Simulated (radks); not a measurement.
Valence configurations of F+ (all share [He]). All-electron calculation, non-relativistic Kohn-Sham, r2SCAN, spin-polarised, spherical densities, point nucleus; open shells are filled with parallel spins first; meta-GGA in the generalised Kohn-Sham scheme. Program: a radial shooting solver on a logarithmic mesh with Libxc functionals. Energies are relative to 2s2 2p4; eigenvalues in eV for spin up.

valence      E (eV)  moment (Bohr magnetons)    e(2p)    e(2s)
2s2 2p4       0.000                        2  -30.952  -51.098
2s1.5 2p4.5  10.179                        2  -31.093  -51.340
2s1 2p5      20.202                        2  -31.240  -51.591
2s0.5 2p5.5  32.356                        1  -30.283  -50.588
2p6          43.147                        0  -29.156        -

NIST lists [He] 2s2 2p4 as the ground configuration; this level of theory agrees among the configurations tried. The energies are those of spherical high-spin densities, not of single terms.
